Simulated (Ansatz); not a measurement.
A structure relaxed at PBE-D4/def2-SVP in Ansatz, charge 0, singlet:

```csv
atom,x (Å),y (Å),z (Å)
B1,-0.753,0.387,-0.436
C2,-1.050,0.048,-1.949
C3,-1.719,1.350,0.357
C4,0.539,-0.230,0.286
C5,-0.014,-1.550,0.888
C6,1.086,0.650,1.426
C7,1.687,-0.564,-0.685
H8,-0.404,0.727,-2.556
H9,-2.095,0.232,-2.269
H10,-0.749,-0.976,-2.251
H11,-1.792,1.135,1.443
H12,-2.738,1.436,-0.069
H13,-1.261,2.367,0.296
H14,0.795,-2.091,1.428
H15,-0.832,-1.368,1.616
H16,-0.402,-2.236,0.106
H17,0.316,0.872,2.192
H18,1.466,1.622,1.045
H19,1.931,0.147,1.945
H20,2.095,0.350,-1.165
H21,1.367,-1.250,-1.495
H22,2.529,-1.058,-0.150
```

Give its formula, name or SMILES and point group.

BMe2(tBu) (C₆H₁₅B). Point group Cs (tolerance 0.1 Å).

Summarise the bond lengths by kind (pairs closer than 1.2 times the sum of covalent radii, bridged metal pairs left out).

3 × C–C 1.54 to 1.55 Å; 3 × B–C 1.58 to 1.60 Å; 15 × C–H 1.11 to 1.12 Å.

Another isomer (singlet) lies 0.02 eV lower at PBE0-D4/def2-TZVP; other spin states weren't run for this one.
